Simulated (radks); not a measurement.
Trend from Ni2+ to Pt2+: ionisation energy by Delta-SCF between NIST ground configurations, and size. Calculated with a radial shooting solver on a logarithmic mesh with Libxc functionals: scalar-relativistic Kohn-Sham, PBEsol, spin-polarised, spherical densities, point nucleus; open shells are filled with parallel spins first (spin-orbit coupling, left out, can overturn this in heavy ions).

species  configuration  configuration of the ion  IE (eV)  NIST (eV)       kind  -e(HOMO) (eV)  outermost  <r> outermost (bohr)  r at 0.001 e/bohr^3 (bohr)
Ni2+          [Ar] 3d8                  [Ar] 3d7   35.896      35.19       exp.    27.204 (3d)         3d                 0.980                        2.96
Pd2+          [Kr] 4d8                  [Kr] 4d7   33.292     32.930  semi-emp.    26.533 (4d)         4d                  1.38                        3.35
Pt2+     [Xe] 4f14 5d8             [Xe] 4f14 5d7   31.273         29     theory    25.184 (5d)         5d                  1.56                        3.55

Reference values: NIST Atomic Spectra Database (exp. = measured, semi-emp. = semi-empirical, theory = theoretical value adopted there). Open shells are spherical and high-spin; term and fine-structure splittings are not resolved. Spin-orbit splitting is averaged out at the scalar-relativistic level.
